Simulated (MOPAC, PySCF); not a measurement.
Potential energy curve for BeO, singlet.

Methods: RHF/STO-3G = restricted Hartree-Fock/STO-3G (PySCF 2.14.0); PM7, restricted, heats of formation (MOPAC); UKS-PBE0 = PySCF 2.14.0 with unrestricted PBE0/cc-pVDZ.

Energies relative to the lowest point of each curve near equilibrium, in kJ/mol:

| R / Å | RHF/STO-3G | PM7 |
|---|---|---|
| 1.06 | 257.2 | 296.9 |
| 1.13 | 96.6 | 134.4 |
| 1.29 | 0.0 | 0.0 |
| 1.35 | 20.1 | 6.0 |
| 1.41 | 57.3 | 31.7 |
| 1.54 | 169.0 | 130.2 |
| 1.63 | 245.9 | 215.7 |
| 2.01 | 394.9 | 505.5 |
| 2.17 | 418.2 | 567.8 |
| 2.95 | 451.2 | 727.7 |
| 3.26 | 453.5 | 753.5 |
| 3.96 | 455.0 | 775.1 |

Question: Predict the corresponding UKS-PBE0 column.

Answer: 1.06: 321.2; 1.13: 153.6; 1.29: 5.2; 1.35: 0.0; 1.41: 10.7; 1.54: 56.9; 1.63: 78.0; 2.01: 217.9; 2.17: 280.2; 2.95: 447.9; 3.26: 466.8; 3.96: 481.9 (kJ/mol).

The restricted form behind RHF/STO-3G, PM7 keeps the bonding electrons paired and can't separate into open-shell fragments. The unrestricted determinant behind UKS-PBE0 is spin-contaminated at 1.54 to 5.26 Å (<S²> up to 1.1, against 0.00 for a pure singlet).
